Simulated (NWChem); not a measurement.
Species: AlAsH3F; SMILES [AsH2][AlH][F]

```xyz
6

Al    -0.4685    -1.2760     0.0216
As     0.2707     1.0081     0.3285
H      0.0566     1.2785    -1.1589
H      1.7193     0.5758     0.1249
F      0.3495    -2.4691     0.8552
H     -1.7105    -1.7478    -0.8385
```
Atoms are numbered in this order, from 1.

Results from NWChem. Structure relaxed at the PBE0/def2-SVP level. B3LYP is NWChem's, with the RPA form of VWN correlation. Static field.

| level | isotropic polarisability (bohr³) | anisotropy (bohr³) |
|---|---|---|
| PBE/aug-cc-pVDZ | 64.9 | 26.7 |
| B3LYP/aug-cc-pVDZ | 62.7 | 25.1 |
| CAM-B3LYP/aug-cc-pVDZ | [?] | 23.6 |
| LC-BLYP (range parameter 0.33 per bohr)/aug-cc-pVDZ | 62.2 | 23.5 |

Problem. Fill in the missing entries.

Solution. 
- CAM-B3LYP/aug-cc-pVDZ, isotropic polarisability (bohr³): 61.6
